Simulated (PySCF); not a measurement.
SMILES C(=C\C=C\C=C)/C=C/[SiH3], C$_{8}$H$_{12}$Si

Molfile (atoms numbered from 1):
```
C8H12Si
     RDKit          3D

 21 20  0  0  0  0  0  0  0  0999 V2000
   -5.1226    0.2532    1.6812 C   0  0  0  0  0  0  0  0  0  0  0  0
   -4.1732    0.3267    0.7336 C   0  0  0  0  0  0  0  0  0  0  0  0
   -2.7614    0.1433    0.9784 C   0  0  0  0  0  0  0  0  0  0  0  0
   -1.8063    0.2178    0.0201 C   0  0  0  0  0  0  0  0  0  0  0  0
   -0.4020    0.0350    0.2642 C   0  0  0  0  0  0  0  0  0  0  0  0
    0.5579    0.1080   -0.6903 C   0  0  0  0  0  0  0  0  0  0  0  0
    1.9654   -0.0779   -0.4306 C   0  0  0  0  0  0  0  0  0  0  0  0
    2.9396   -0.0103   -1.3655 C   0  0  0  0  0  0  0  0  0  0  0  0
    4.7466   -0.2565   -0.9913 Si  0  0  0  0  0  4  0  0  0  0  0  0
   -4.8678    0.0435    2.7246 H   0  0  0  0  0  0  0  0  0  0  0  0
   -6.1787    0.3997    1.4448 H   0  0  0  0  0  0  0  0  0  0  0  0
   -4.4659    0.5388   -0.3018 H   0  0  0  0  0  0  0  0  0  0  0  0
   -2.4583   -0.0692    2.0111 H   0  0  0  0  0  0  0  0  0  0  0  0
   -2.1101    0.4302   -1.0123 H   0  0  0  0  0  0  0  0  0  0  0  0
   -0.0999   -0.1772    1.2974 H   0  0  0  0  0  0  0  0  0  0  0  0
    0.2638    0.3197   -1.7254 H   0  0  0  0  0  0  0  0  0  0  0  0
    2.2347   -0.2886    0.6134 H   0  0  0  0  0  0  0  0  0  0  0  0
    2.6358    0.2020   -2.4000 H   0  0  0  0  0  0  0  0  0  0  0  0
    5.3106   -1.4044   -1.7698 H   0  0  0  0  0  0  0  0  0  0  0  0
    4.9108   -0.5306    0.4694 H   0  0  0  0  0  0  0  0  0  0  0  0
    5.5462    0.9565   -1.3532 H   0  0  0  0  0  0  0  0  0  0  0  0
  1  2  2  0
  2  3  1  0
  3  4  2  0
  4  5  1  0
  5  6  2  0
  6  7  1  0
  7  8  2  0
  8  9  1  0
  1 10  1  0
  1 11  1  0
  2 12  1  0
  3 13  1  0
  4 14  1  0
  5 15  1  0
  6 16  1  0
  7 17  1  0
  8 18  1  0
  9 19  1  0
  9 20  1  0
  9 21  1  0
M  END
```

Method: TDDFT CAM-B3LYP/aug-cc-pVDZ excited states, vertical, gas phase (PySCF). Geometry: PBE0-D3(BJ)/def2-SVP.

(1) Give the one- and two-photon strengths of the lowest singlets.

Answers

(1) δ for parallel linear polarisation; σ at the peak of a Lorentzian of half width 0.1 eV, single beam; Ω is circular over linear.
| state | E (eV) | f | photon λ (nm) | δ (au) | σ (GM) | Ω | main |
| --- | --- | --- | --- | --- | --- | --- | --- |
| S1 | 4.06 | 1.767 | 611 | 73.8 | 0.45 | 0.74 | HOMO→LUMO 0.97 |
| S2 | 5.33 | 0.000 | 465 | 7.3 | 0.08 | 1.50 | HOMO→LUMO+2 0.70, HOMO→LUMO+1 0.20 |
| S3 | 5.38 | 0.001 | 461 | 107 | 1.13 | 1.50 | HOMO→LUMO+1 0.61, HOMO→LUMO+2 0.18 |
| S4 | 5.65 | 0.002 | 439 | 63700 | 745.11 | 0.66 | HOMO−1→LUMO 0.55, HOMO→LUMO+6 0.38 |
| S5 | 5.70 | 0.007 | 435 | 163 | 1.94 | 1.50 | HOMO→LUMO+3 0.74 |
| S6 | 5.96 | 0.005 | 416 | 4350 | 56.56 | 0.60 | HOMO→LUMO+6 0.55, HOMO−1→LUMO 0.38 |

Among these, the strongest one-photon state is S1, the strongest two-photon state S4, with a dipole change of 0.4 D (relaxed, norm of the difference vector).
